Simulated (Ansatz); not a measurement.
Stepwise reaction of `[Cl][GeH2][GeH2][Cl]` with hydrogen, as a gas-phase model of exchange steps in deposition or etching. ΔE in kJ/mol; ΔG adds harmonic PBE0-D4 terms to CCSD(T)/CBS, at 1 bar.

Gas-phase electronic energies from Ansatz, PBE0-D4/def2-TZVP geometries. CBS: MP2 limit from def2 TZ/QZ plus the TZ coupled-cluster correction, frozen cores. This one scheme is used for every species. DFT in def2-TZVPP. B3LYP here is the variant with VWN-RPA as its local correlation; programs differ in this. For Ge outer-core shells are correlated without core-valence functions, which leaves a few kJ/mol of doubt a bond. Scalar relativity is left out up to krypton. One conformer a species, not always the lowest.

```csv
step,reaction,PBE-D4,B3LYP-D4,ωB97M-V,CCSD(T)/CBS,ΔG(600 K)
1,`[Cl][GeH2][GeH2][Cl]` + H₂ → `[Cl][GeH2][GeH3]` + HCl,47.9,49.2,46.7,44.9,34.4
2,`[Cl][GeH2][GeH3]` + H₂ → `[GeH3][GeH3]` + HCl,51.6,53.1,51.0,49.6,51.0
```

Question: By hand: ΔE of the 2 steps together at CCSD(T)/CBS.

Answer: (44.9) + (49.6) = 94.5 kJ/mol, or 47.2 kJ/mol a step.

In ΔE the steps differ by no more than 4.7 kJ/mol. All are uphill at CCSD(T)/CBS. ΔG lies between 34.4 and 51.0 kJ/mol a step. PBE-D4 differs from CCSD(T)/CBS by 2.0 to 3.0 kJ/mol a step. Isolated molecules leave out the surface, adducts and barriers. Largest T1 diagnostic: 0.012.
